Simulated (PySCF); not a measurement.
# What a mistake does to a calculation on AlH5N2Si

These are calculations, not measurements. The program is PySCF 2.14.0, an open-source quantum chemistry code, run on an isolated molecule that a program drew, which may never have been made. The molecule is AlH5N2Si (charge 0, singlet), drawn as the SMILES string `N[SiH2][NH][Al]`.

Each row is a Hartree-Fock (HF) and frozen-core CCSD(T) single point in the cc-pV(D+d)Z basis, meant for a local HF minimum. Run 1 is clean. Each other run has one planted mistake out of seven kinds, and not every kind appears here: one electron removed, one electron added, multiplicity raised by two, geometry at a saddle point, minimal basis STO-3G, one bond length entered in bohr, all coordinates scaled. The reference is restricted for singlets and unrestricted otherwise, and also for a bond in bohr. Adding or removing an electron swaps singlet and doublet. Electrons count all cores. HOMO and LUMO are orbital energies over both spins, the gradient is its largest component, and the lowest frequency (negative if imaginary) is given only where the gradient is small. Bond lengths are over the 8 bonds as drawn. T1 is the CCSD diagnostic: over 0.02 (restricted) or 0.045 (unrestricted) a single reference is doubtful.

Geometry of the clean run:
```xyz
9
AlH5N2Si, angstrom
N     0.0985   -0.9050    0.7452
Si   -0.2235    0.2575   -0.4818
N     0.1205    1.8547    0.0706
Al    1.1810    3.1454   -0.6381
H     1.0226   -0.9821    1.1281
H    -0.3246   -1.8120    0.6752
H     0.5892    0.1087   -1.7211
H    -1.6421    0.0316   -0.8495
H    -0.3635    2.0807    0.9302
```

```
run,electrons,basis functions,<S^2>,HOMO (eV),LUMO (eV),gradient (hartree/bohr),lowest frequency (cm^-1),mean bond (Å),longest bond (Å),T1,HF (hartree),CCSD(T) (hartree),mistake
1,46,99,0.000,-8.16,1.45,4.0e-05,87,1.4064,1.815,0.0133,-642.74851,-643.29702,no fault
2,47,99,0.778,0.48,6.79,3.5e-02,-,1.4064,1.815,0.0162,-642.71261,-643.26905,one electron added
3,46,99,1.015,-5.42,1.13,2.8e-02,-,1.6082,3.429,0.0525,-642.62981,-643.14286,?
4,46,33,0.000,-4.38,10.14,2.9e-02,-,1.4064,1.815,0.0130,-635.02448,-635.22314,?
```

**Which mistake was planted in run 3, and what did it cost?**

The mean bond changes by a factor of 1.143 and the longest by 1.889, so the molecule wasn't scaled as a whole. A length L in bohr read as angstrom grows by (1/0.5292 - 1) L = 0.890 L. The 8 bonds together grew by 8 x 0.2018 = 1.614 Å, which gives L = 1.814 Å. That is bond N3-Al4, 1.815 Å in the clean geometry. So the mistake is: one bond length entered in bohr. Subtracting run 1 and multiplying by 627.51 kcal/mol a hartree, the energy moved by 74.5 kcal/mol in HF and 96.7 kcal/mol in CCSD(T).

**Which mistake was planted in run 4, and what did it cost?**

It has 33 basis functions where the clean run has 99, with the same electrons and geometry. So the mistake is: minimal basis STO-3G. Subtracting run 1 and multiplying by 627.51 kcal/mol a hartree, the energy moved by 4846.9 kcal/mol in HF and 5066.4 kcal/mol in CCSD(T).

Cautions from the logs. Run 2: the HOMO is above zero, so the electron isn't bound and the energy depends on the basis; run 3: T1 is over the limit, so its CCSD(T) energy is less reliable.
